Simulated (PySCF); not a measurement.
A structure optimised at r2SCAN-D4/def2-SVP, used in a PySCF frequency run:

```xyz
13

C      2.0475     0.6978     0.0852
O      1.2484     0.1613    -0.9345
C      0.3642    -0.8461    -0.4514
B     -0.9450    -0.2514     0.2156
N     -1.2704     1.0961     0.0634
F     -1.7604    -1.0659     0.9140
H      2.7142    -0.0691     0.5319
H      2.6725     1.4879    -0.3569
H      1.4432     1.1394     0.9050
H      0.8912    -1.5450     0.2335
H      0.0701    -1.4589    -1.3244
H     -2.1065     1.5268     0.4377
H     -0.6812     1.6968    -0.5014
```
Charge 0, spin multiplicity 1.

**Question.** Write its SMILES and formula.

**Answer.** COCB(N)F, C₂H₇BFNO

**Question.** What are its rotational constants (standard atomic weights)?

**Answer.** 6.4084, 2.1468, 1.8539 GHz
